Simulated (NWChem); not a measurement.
System: C₅H₅N; SMILES CC#CCC#N

```xyz
11

C      2.9197    -0.1583     0.1803
C      1.4835    -0.3586     0.0841
C      0.2864    -0.5203     0.0064
C     -1.1574    -0.7226    -0.0860
C     -1.9236     0.5258    -0.1113
N     -2.5400     1.5039    -0.1322
H      3.1699     0.4962     1.0296
H      3.3171     0.3083    -0.7343
H      3.4433    -1.1158     0.3263
H     -1.5178    -1.3257     0.7658
H     -1.4097    -1.2952    -0.9956
```
Atoms are numbered in this order, from 1.

All runs: NWChem. Pople sets run with spherical d functions. Structure relaxed at the PBE0/def2-SVP level. GIAO values for the isolated, static molecule; σ is the absolute isotropic shielding, δ = σ(reference) − σ with the isolated reference molecule computed at the same levels (13C: tetramethylsilane, 1H: tetramethylsilane, 15N: ammonia).

```json
[
 {"level": "Hartree-Fock/6-31G*", "δ C2 (ppm)": "77.3", "δ C3 (ppm)": "64.2", "δ C4 (ppm)": "7.1", "δ N6 (ppm)": "270.6", "δ H7 (rotor mean) (ppm)": "1.75", "δ H10 (ppm)": "2.78", "δ H11 (ppm)": "2.78"},
 {"level": "PBE0/pcSseg-1", "δ C2 (ppm)": "86.3", "δ C3 (ppm)": "71.7", "δ C4 (ppm)": "9.9", "δ N6 (ppm)": "304.6", "δ H7 (rotor mean) (ppm)": "1.90", "δ H10 (ppm)": "3.05", "δ H11 (ppm)": "3.04"},
 {"level": "KT2/pcSseg-1", "δ C2 (ppm)": "78.3", "δ C3 (ppm)": "64.1", "δ C4 (ppm)": "12.1", "δ N6 (ppm)": "281.3", "δ H7 (rotor mean) (ppm)": "1.98", "δ H10 (ppm)": "3.29", "δ H11 (ppm)": "3.29"},
 {"level": "B3LYP/6-311G**", "δ C2 (ppm)": "___", "δ C3 (ppm)": "___", "δ C4 (ppm)": "9.8", "δ N6 (ppm)": "306.5", "δ H7 (rotor mean) (ppm)": "___", "δ H10 (ppm)": "___", "δ H11 (ppm)": "___"}
]
```

Question: What belongs in the gaps?

Answer: 
- B3LYP/6-311G**, δ C2 (ppm): 83.7
- B3LYP/6-311G**, δ C3 (ppm): 69.5
- B3LYP/6-311G**, δ H7 (rotor mean) (ppm): 1.82
- B3LYP/6-311G**, δ H10 (ppm): 3.09
- B3LYP/6-311G**, δ H11 (ppm): 3.09
